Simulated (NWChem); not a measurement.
C3H9NSi; SMILES C/N=C/C[SiH3]

```xyz
14

C      0.4644    -2.6224     0.0303
N      0.3086    -1.1802     0.0300
C     -0.8561    -0.6911    -0.1011
C     -1.0860     0.7942    -0.1096
Si     0.5189     1.7995     0.0921
H     -0.4839    -3.1727    -0.0883
H      1.1439    -2.9107    -0.7805
H      0.9376    -2.9326     0.9696
H     -1.7442    -1.3388    -0.2139
H     -1.5908     1.0823    -1.0440
H     -1.7951     1.0606     0.6886
H      1.1810     1.5309     1.3935
H      0.1405     3.2441     0.0656
H      1.4662     1.5612    -1.0258
```
Atoms are numbered in this order, from 1.

Program: NWChem. Pople sets run with spherical d functions. Geometry: optimised at B3LYP/6-31G* (spherical d). B3LYP is NWChem's, with the RPA form of VWN correlation. Static field.

Predict the results for B3LYP/6-31+G*. Quantities: isotropic polarisability (bohr³); anisotropy (bohr³).


- isotropic polarisability (bohr³): 70.2
- anisotropy (bohr³): 26.8
